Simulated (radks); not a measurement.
These are the eigenvalues of the occupied orbitals of an atom or ion with whole-number occupations (eV). Calculated with a radial shooting solver on a logarithmic mesh with Libxc functionals: scalar-relativistic Kohn-Sham, PBEsol, spin-polarised, spherical densities, point nucleus.

| orbital | eigenvalue |
|---|---|
| 1s down | -78462.93 |
| 1s up | -78462.92 |
| 2s up | -13826.78 |
| 2s down | -13826.46 |
| 2p up | -11989.73 |
| 2p down | -11989.47 |
| 3s up | -3286.967 |
| 3s down | -3286.833 |
| 3p up | -2752.138 |
| 3p down | -2751.991 |
| 3d up | -2172.423 |
| 3d down | -2172.187 |
| 4s up | -746.4154 |
| 4s down | -746.1012 |
| 4p up | -571.0211 |
| 4p down | -570.7207 |
| 4d up | -358.1942 |
| 4d down | -357.8405 |
| 5s up | -153.5513 |
| 5s down | -151.2832 |
| 4f up | -121.6681 |
| 4f down | -121.1401 |
| 5p up | -107.2200 |
| 5p down | -104.4165 |
| 5d up | -54.0949 |
| 5d down | -50.8578 |

Which element is it, and in what charge state? The configuration may be excited. Open shells, if any, are filled with parallel spins first.

Answer. Z = 78, platinum, charge +4: Pt4+ in [Xe] 4f14 5d6. The list shows which subshells hold electrons but not how many an open one holds; the 1s level, -2883.5 hartree, gives Z - s = 75.9 by -(Z - s)^2/2, which with screening and relativity narrows Z to a few neighbours, and the depths of the outer levels then fix element, charge and occupations together.
